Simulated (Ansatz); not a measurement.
Reaction (atomization): `FB1CC=N1` → B• + 2 C• + F• + 3 H• + N•

Calculated with Ansatz (gas phase, PBE0-D4/def2-TZVP geometries, no zero-point term in ΔE). CCSD(T)/CBS is the MP2 limit (def2-TZVPP, def2-QZVPP) plus CCSD(T) − MP2 in def2-TZVPP, frozen cores. This one scheme is used for every species, atoms too. Functionals use def2-TZVPP. Open shells (•) are unrestricted, without spin–orbit coupling. Spin–orbit coupling would lower the free atoms: a little for B, C, F.

```json
{"species": "`FB1CC=N1`", "CAM-B3LYP energy (Eh)": "-257.48625"}
{"species": "B•", "CAM-B3LYP energy (Eh)": "-24.64068"}
{"species": "C•", "CAM-B3LYP energy (Eh)": "-37.83702"}
{"species": "F•", "CAM-B3LYP energy (Eh)": "-99.74685"}
{"species": "H•", "CAM-B3LYP energy (Eh)": "-0.49881"}
{"species": "N•", "CAM-B3LYP energy (Eh)": "-54.58263"}
```

Task: Work out ΔE.

Result: ΔE = 3 × (-0.49881) + 2 × (-37.83702) + (-24.64068) + (-99.74685) + (-54.58263) − (-257.48625) = 1.34562 Eh = +3532.9 kJ/mol. CCSD(T)/CBS gives +3500.4 kJ/mol.

Largest T1 diagnostic among the species: 0.014.

At CCSD(T), def2-SVP lies −147.5 kJ/mol from the extrapolated value and def2-TZVPP −93.3 kJ/mol: correlation converges slowly with the basis, and small sets miss more of it in the bonded molecule than in its fragments. From BLYP to BHLYP (50 % exact exchange), in def2-TZVPP and without D4, ΔE moves by −136.6 kJ/mol: exact exchange takes away binding that semilocal exchange gives to molecules.

For atomizations the MP2-based limit and the directly extrapolated one differ by several kJ/mol either way, and by 10 to 25 for some Ge, Se and Sn compounds, so smaller differences from it don't rank the levels.
